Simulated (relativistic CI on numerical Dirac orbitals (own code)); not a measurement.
# Level scheme of Tc XXI

These numbers are calculated, not measured: Dirac-Coulomb-Breit CI, separate exchange-only KLI orbitals for each configuration, model QED, unscaled Slater integrals (own radial code, finite nucleus).

Configuration list (outside the closed core [Ne]): 3s2 3p6 3d5, 3s2 3p5 3d6, 3s2 3p4 3d7, 3s 3p6 3d6, 3p6 3d7, 3s 3p5 3d7, 3s2 3p6 3d4 4s, 3s2 3p6 3d4 4p, 3s2 3p6 3d4 4d, 3s2 3p4 3d6 4s, 3s2 3p6 3d4 4f, 3s2 3p5 3d5 4s, 3s2 3p4 3d6 4p, 3s2 3p6 3d3 4s2, 3s2 3p5 3d5 4p, 3s2 3p6 3d3 4s 4p, 3s 3p5 3d6 4s, 3s2 3p6 3d4 5s, 3s2 3p6 3d3 4p2, 3s2 3p6 3d4 5p, 3s2 3p6 3d3 4s 4d, 3s 3p6 3d5 4s, 3s2 3p6 3d4 5d, 3p6 3d6 4s, 3s2 3p6 3d4 5g, 3s2 3p6 3d4 6s, 3s2 3p6 3d4 6d, 3p6 3d6 4d, 3p6 3d5 4s2. Levels of other configurations are missing.

The lowest level is 3s2 3p6 3d5 6S_5/2, with 92 % of that term; Hund's rules for 3s2 3p6 3d5 give 6S with J = 5/2, in agreement.

| No. | Configuration | Term | J | E (cm⁻¹) | % | Next component (%) |
| --- | --- | --- | --- | --- | --- | --- |
| 1 | 3s2 3p6 3d5 | 6S | 5/2 | 0.0 | 92 | 7 4P |
| 2 | 3s2 3p6 3d5 | 4G | 5/2 | 91246.6 | 28 | 20 4P |
| 3 | 3s2 3p6 3d5 | 4G | 7/2 | 107159.9 | 76 | 10 2F |
| 4 | 3s2 3p6 3d5 | 4P | 3/2 | 108407.3 | 58 | 35 4D |
| 5 | 3s2 3p6 3d5 | 4G | 11/2 | 109301.0 | 88 | 9 2H |
| 6 | 3s2 3p6 3d5 | 4G | 5/2 | 109720.1 | 50 | 24 4P |
| 7 | 3s2 3p6 3d5 | 4G | 9/2 | 112686.9 | 92 | 4 4F |
| 8 | 3s2 3p6 3d5 | 4P | 1/2 | 117193.2 | 77 | 19 4D |
| 9 | 3s2 3p6 3d5 | 4D | 7/2 | 132788.9 | 78 | 15 4G |
| 10 | 3s2 3p6 3d5 | 4D | 5/2 | 140801.4 | 53 | 21 2D |
| 11 | 3s2 3p6 3d5 | 4D | 1/2 | 145213.8 | 80 | 18 4P |
| 12 | 3s2 3p6 3d5 | 4D | 3/2 | 148219.7 | 57 | 34 4P |
| 13 | 3s2 3p6 3d5 | 2I | 11/2 | 157420.6 | 76 | 17 2H |
| 14 | 3s2 3p6 3d5 | 2D | 3/2 | 165906.5 | 56 | 38 4F |
| 15 | 3s2 3p6 3d5 | 2F | 7/2 | 166489.2 | 47 | 35 4F |
| 16 | 3s2 3p6 3d5 | 2F | 5/2 | 167615.5 | 27 | 23 4P |
| 17 | 3s2 3p6 3d5 | 2I | 13/2 | 168173.8 | 100 |  |
| 18 | 3s2 3p6 3d5 | 4F | 9/2 | 171871.6 | 43 | 40 2G |
| 19 | 3s2 3p6 3d5 | 4F | 5/2 | 185784.1 | 60 | 26 2F |
| 20 | 3s2 3p6 3d5 | 2H | 9/2 | 192817.6 | 57 | 36 4F |
| 21 | 3s2 3p6 3d5 | 2F | 7/2 | 197770.0 | 45 | 27 4F |
| 22 | 3s2 3p6 3d5 | 4F | 3/2 | 201293.5 | 55 | 39 2D |
| 23 | 3s2 3p6 3d5 | 2G | 7/2 | 206258.4 | 71 | 26 2F |
| 24 | 3s2 3p6 3d5 | 2F | 5/2 | 210785.6 | 67 | 19 2D |
| 25 | 3s2 3p6 3d5 | 2H | 11/2 | 217755.3 | 74 | 21 2I |
| 26 | 3s2 3p6 3d5 | 2F | 7/2 | 223286.2 | 63 | 26 4F |
| 27 | 3s2 3p6 3d5 | 2G | 9/2 | 224564.0 | 53 | 30 2H |
| 28 | 3s2 3p6 3d5 | 2D | 5/2 | 231355.0 | 41 | 40 2F |
| 29 | 3s2 3p6 3d5 | 2S | 1/2 | 232488.6 | 91 | 4 2P |
| 30 | 3s2 3p6 3d5 | 2D | 3/2 | 257100.8 | 95 | 3 4D |

Energies count from the lowest computed level.

The mean weight of the leading LS term, summed over parents, in these 30 levels is 65 %, and that of the leading jj configuration (from the same eigenvectors) 63 %.

At this charge energies of transitions that change n are usually good to better than 1 %, and those within a shell (Δn = 0) to a few per cent. Terms inside the open d or f shell come out 10 to 20 % too wide with unscaled integrals.

LS names give the leading component of a level, which can be under half, so a name can repeat, a term be missing and a line seem to break the LS rules.
